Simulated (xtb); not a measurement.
Cl3Sn, charge -1, singlet, geometry from GFN2-xTB (such geometries of metal compounds can be far from the true shape); GFN1-xTB (xtb).

Here is a job for xtb.
```
$ xtb mol.xyz --gfn 1 --chrg -1 --hess --json

# file mol.xyz
4

Sn    -0.00024598     0.00560843     0.57812327
Cl    -1.94257826    -1.06785136    -0.55730815
Cl     0.05159000     2.20812614    -0.58824027
Cl     1.89171173    -1.15677018    -0.55481414
```

### Question
What does xtb print? Leave out banner, timings and long lists.

### Answer

```
   ID    Z sym.   atoms
    1   50 Sn     1
    2   17 Cl     2-4

           -------------------------------------------------
          |                Calculation Setup                |
           -------------------------------------------------

           -------------------------------------------------
          |                 G F N 1 - x T B                 |
           -------------------------------------------------

          ...................................................
          :                      SETUP                      :
          :.................................................:
          :  # basis functions                  40          :
          :  # atomic orbitals                  36          :
          :  # shells                           12          :
          :  # electrons                        26          :
          :  # halogen bonds                     0          :
          :  max. iterations                   250          :
          :  Hamiltonian                  GFN1-xTB          :
          :  restarted?                      false          :
          :  GBSA solvation                  false          :
          :  PC potential                    false          :
          :  electronic temp.          300.0000000     K    :
          :  accuracy                    1.0000000          :
          :  -> integral cutoff          0.2500000E+02      :
          :  -> integral neglect         0.1000000E-07      :
          :  -> SCF convergence          0.1000000E-05 Eh   :
          :  -> wf. convergence          0.2000000E-04 e    :
          :  Broyden damping             0.4000000          :
          :  net charge                         -1          :
          :  unpaired electrons                  0          :
          ...................................................

 iter      E             dE          RMSdq      gap      omega  full diag
   1    -15.6949640 -0.156950E+02  0.552E+00    6.61       0.0  T
   2    -15.6972526 -0.228862E-02  0.291E+00    6.32       1.0  T
   3    -15.6972614 -0.874037E-05  0.512E-01    6.28       1.0  T
   4    -15.6972670 -0.566902E-05  0.124E-02    6.29       4.0  T
   5    -15.6972670 -0.107840E-08  0.335E-03    6.29      14.9  T
   6    -15.6972670 -0.392971E-09  0.118E-04    6.29     423.6  T
   7    -15.6972670 -0.174953E-10  0.109E-06    6.29   45934.3  T

   *** convergence criteria satisfied after 7 iterations ***

[...]
         :: total energy             -15.696279979635 Eh    ::
[...]
       3     79.32    -1.16507 ( 86.36%)    -0.91969 ( 13.64%)    -1.13161
       4    271.99    -0.47213 ( 99.89%)    -0.55475 (  0.11%)    -0.47222
       5    272.01    -0.47209 ( 99.89%)    -0.55472 (  0.11%)    -0.47218
   ------------------------------------------------------------------------

   temp. (K)  partition function   enthalpy   heat capacity  entropy
                                   cal/mol     cal/K/mol   cal/K/mol   J/K/mol
 298.15  VIB   105.                 2321.576     10.352     16.386
         ROT  0.194E+06              888.752      2.981     27.181
         INT  0.204E+08             3210.329     13.333     43.567
         TR   0.327E+28             1481.254      4.968     42.117
         TOT                        4691.5827    18.3008    85.6838   358.5012

       T/K    H(0)-H(T)+PV         H(T)/Eh          T*S/Eh         G(T)/Eh
   ------------------------------------------------------------------------
    298.15    0.747651E-02    0.990682E-02    0.407112E-01   -0.308043E-01
   ------------------------------------------------------------------------

         :::::::::::::::::::::::::::::::::::::::::::::::::::::
         ::                  THERMODYNAMIC                  ::
         :::::::::::::::::::::::::::::::::::::::::::::::::::::
         :: total free energy         -15.727084314265 Eh   ::
         ::.................................................::
         :: total energy              -15.696279979635 Eh   ::
         :: zero point energy           0.002430311933 Eh   ::
         :: G(RRHO) w/o ZPVE           -0.033234646563 Eh   ::
         :: G(RRHO) contrib.           -0.030804334629 Eh   ::
         :::::::::::::::::::::::::::::::::::::::::::::::::::::

           -------------------------------------------------
          | TOTAL ENERGY              -15.696279979635 Eh   |
          | TOTAL ENTHALPY            -15.686373154745 Eh   |
          | TOTAL FREE ENERGY         -15.727084314265 Eh   |
          | GRADIENT NORM               0.009565924601 Eh/α |
          | HOMO-LUMO GAP               6.293604336800 eV   |
           -------------------------------------------------
########################################################################
[WARNING] Runtime exception occurred
-1- hessian_numhess: Hessian on incompletely optimized geometry!
########################################################################

normal termination of xtb
```
